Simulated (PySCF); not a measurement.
This PySCF input asks for the NMR shieldings of `InChI=1S/C2H11PSSi2/c1-6(3)2-4-5/h6H,2-3H2,1,5H3/t6-/m0/s1`; the geometry comes from GFN2-xTB.

```python
import basis_set_exchange as bse
import numpy as np
from pyscf import gto, dft
from pyscf.prop import nmr

atoms = """
C    -1.058723    1.696632    0.829983
Si   -0.939276    0.071212   -0.146411
P    -2.936452   -0.963400   -0.082203
C     0.282404   -1.120051    0.713722
S     1.838368   -0.306116    1.227786
Si    2.900867   -0.106829   -0.613475
H    -1.521843    2.485716    0.245264
H    -1.649923    1.562729    1.732697
H    -0.070939    2.034177    1.129082
H    -0.438646    0.320577   -1.513723
H    -2.639729   -1.879302   -1.075449
H    -3.531545   -0.096420   -0.977680
H     0.545645   -1.973567    0.091807
H    -0.145748   -1.502338    1.639016
H     2.807026   -1.382462   -1.315054
H     4.248785    0.214487   -0.182487
H     2.302732    0.956986   -1.413861
"""
names = dict.fromkeys(["C", "Si", "P", "S", "H"], "pcSseg-1")
basis = {el: gto.basis.parse(bse.get_basis(n, elements=[el], fmt="nwchem")) for el, n in names.items()}
mol = gto.M(atom=atoms, basis=basis, charge=0, verbose=0)
mf = dft.RKS(mol, xc="PBE0")
mf.grids.level = 2
mf.grids.alignment = dft.numint.BLKSIZE   # the property module wants whole blocks of grid points
mf.conv_tol = 1e-9
mf.kernel()

calc = nmr.RKS(mf)   # GIAO
C = mf.mo_coeff
Co = C[:, mf.mo_occ > 0]
resp = mf.gen_response(singlet=True, hermi=2)
def vind(x):   # induced exchange potential for any number of trial vectors
    d = np.einsum("pi,xij,qj->xpq", C, 2 * x.reshape(-1, C.shape[1], Co.shape[1]), Co, optimize=True)
    return np.einsum("xpq,pi,qj->xij", resp(d - d.transpose(0, 2, 1)), C, Co, optimize=True).ravel()
mo1, _ = nmr.rhf.solve_mo1(calc, with_cphf=vind)
sigma = calc.kernel(mo1)
for i, s in enumerate(sigma):   # ppm
    print("%2d %-2s %9.2f" % (i, mol.atom_pure_symbol(i), np.trace(s) / 3))
```

Q: What does it print?

A: 
```
 0 C     192.21
 1 Si    374.01
 2 P     619.60
 3 C     169.74
 4 S     721.00
 5 Si    403.08
 6 H      31.58
 7 H      31.66
 8 H      30.42
 9 H      26.72
10 H      30.78
11 H      30.69
12 H      29.95
13 H      29.88
14 H      27.25
15 H      27.26
16 H      26.94
```

These numbers come from an equivalent density-fitted implementation of the same equations, which agrees with the script to about 0.01 ppm for H and up to a few tenths of a ppm for heavy atoms, so last digits may differ.

Q: Turn these shieldings into chemical shifts. Scale: 13C (σref 186.93) and 29Si (σref 349.16) and 1H (σref 31.72) against TMS; 31P (σref 318.38) vs H3PO4; CS2 for 33S (σref 503.73) (reference shieldings calculated alike).

A: Averaging equivalent atoms: C 3: 17.2; C 0: -5.3; Si 1: -24.9; Si 5: -53.9; P 2: -301.2; S 4: -217; H 9: 4.99; H 14/15/16: 4.57; H 13: 1.84; H 12: 1.77; H 10/11: 0.98; H 6/7/8: 0.50 ppm. Experimental scales use liquid or dissolved standards, which lie at an offset from isolated H3PO4.

Size and cost of the density-fitted run: 185 basis functions, 46 s wall time on 1 thread of an Arm Neoverse V1, shared host; peak memory 0.77 GiB.
